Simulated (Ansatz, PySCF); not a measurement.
C2H5InO2, SMILES C=[CH][In]([OH])[OH].

Coordinates come from a PBE0-D3(BJ)/def2-SVP optimisation. The structure was generated by enumeration; whether it is a known compound was not checked. The def2 effective core potentials stand for the cores of In; spin–orbit coupling is left out. One conformer was computed; it need not be the lowest.

Vertical ionisation energy (IE) and electron affinity (EA) in eV. Rows of orbital energies are one-electron estimates. Where ΔSCF, EOM or ADC give a negative EA the extra electron is unbound and the value depends on the basis.

| level | IE | EA |
|---|---|---|
| −ε(HOMO), −ε(LUMO), HF/def2-TZVP (PySCF) | 10.83 | -1.40 |
| −ε(HOMO), −ε(LUMO), PBE/def2-TZVP (PySCF) | 6.48 | 2.16 |
| ΔSCF, PBE0/def2-SVPD (Ansatz), final states of multiplicity 2 and 2 | 10.22 | -0.12 |
| ΔSCF, PBE/def2-SVPD (Ansatz), final states of multiplicity 2 and 2 | 9.67 | 0.03 |

What vertical singlet–triplet gap does ΔSCF give with PBE0/def2-SVPD (Ansatz, a quantum-chemistry and plane-wave program) and with PBE/def2-SVPD (Ansatz)? (Estimate from the structure and the level; the computed values follow.)

4.09 and 4.21 eV (triplet above singlet where positive).
